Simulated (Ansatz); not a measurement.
Consider the cleavage of the Si–Ge bond: `N[CH2][GeH2][SiH3]` + `O[AsH2]` → `[SiH3]O[AsH2]` + `N[CH2][GeH3]`.

Gas-phase electronic energies from Ansatz, PBE0-D4/def2-TZVP geometries. CBS: MP2 limit from def2 TZ/QZ plus the TZ coupled-cluster correction, frozen cores. For As, Ge outer-core shells are correlated without core-valence functions, which leaves a few kJ/mol of doubt a bond. Scalar relativity is left out up to krypton. One conformer a species, not always the lowest.

| species | CCSD(T)/CBS(def2) energy (Eh) |
| --- | --- |
| `N[CH2][GeH2][SiH3]` | -2463.34413 |
| `O[AsH2]` | -2311.97217 |
| `[SiH3]O[AsH2]` | -2602.28728 |
| `N[CH2][GeH3]` | -2173.05667 |

Question: Work out ΔE.

Answer: ΔE = (-2602.28728) + (-2173.05667) − (-2463.34413) − (-2311.97217) = -0.02765 Eh = -72.6 kJ/mol.

Largest T1 diagnostic among the species: 0.012.

From PBE to PBE0 (25 % exact exchange), in def2-TZVPP and without D4, ΔE moves by −6.9 kJ/mol. In def2-TZVPP, CCSD(T) changes the Hartree–Fock value by +26.6 kJ/mol (the triples alone add +3.2 kJ/mol) and MP2 by +21.9 kJ/mol.
